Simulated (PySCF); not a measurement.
tin monoxide (OSn), SMILES [Sn]=[O] (connectivity only; charge and spin as stated), neutral, multiplicity 1.

Coordinates come from a PBE-D3(BJ)/def2-TZVP optimisation. The def2 effective core potentials stand for the cores of Sn; spin–orbit coupling is left out.

Two levels are set side by side: PBE/def2-TZVPD (PySCF) and M06-2X/def2-TZVPD (PySCF). Same geometry, gas phase. Differences are taken from unrounded values.

```csv
quantity,M06-2X
orbital gap (eV),7.28
highest occupied level (eV),-8.85
lowest empty level (eV),-1.56
dipole moment (D),4.94
mean polarisability (bohr³),42.6
```

What does PBE give, and how far is it from M06-2X? (An estimate is asked for; the answer gives what the named calculation found.)


| quantity | PBE | PBE minus M06-2X |
|---|---|---|
| orbital gap (eV) | 3.42 | -3.86 |
| highest occupied level (eV) | -6.50 | 2.35 |
| lowest empty level (eV) | -3.08 | -1.52 |
| dipole moment (D) | 4.07 | -0.86 |
| mean polarisability (bohr³) | 44.3 | 1.7 |

PBE's occupied levels lie high since its potential decays too fast outside the molecule; exact exchange lowers them and widens the gap. Loosely held outer electrons make PBE densities more polarisable. Differences between two approximate levels are no errors against the true value.

Rough cost on one machine, each run with all the roots and properties that it gave: M06-2X against PBE about 3 times.
